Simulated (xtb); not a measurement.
GeO₃, SMILES [O]=[Ge]1[O][O]1. All values are semi-empirical tight-binding results from xtb (GFN2-xTB unless named), good for trends rather than for accurate numbers. Coordinates come from a GFN2-xTB optimisation.

Optimised geometry:

```xyz
4

Ge     0.0000     0.0000     0.2017
O      0.0000     0.0000     1.7730
O      0.0000     0.7677    -1.2900
O      0.0000    -0.7677    -1.2900
```
Charge 0, spin multiplicity 1.

For metal compounds this method's bond lengths and energies can be far off.

Computed properties:
| Quantity | Value |
|---|---|
| point group as xtb finds it | C2v |
| orbital gap | 4.52 eV |
| zero-point energy | 4.8 kcal/mol |
| G − E(el) at 298.15 K (modified RRHO) | -12.4 kcal/mol |

Problem. Give the atomic charges and the Wiberg bond orders between heavy atoms. (An estimate is asked for; the answer gives what the named calculation found.)

Solution. charges (e) Ge1 0.50, O2 -0.21, O3 -0.15, O4 -0.15. Bond orders Ge1–O2 1.95, Ge1–O3 1.13, Ge1–O4 1.13, O3–O4 0.94.
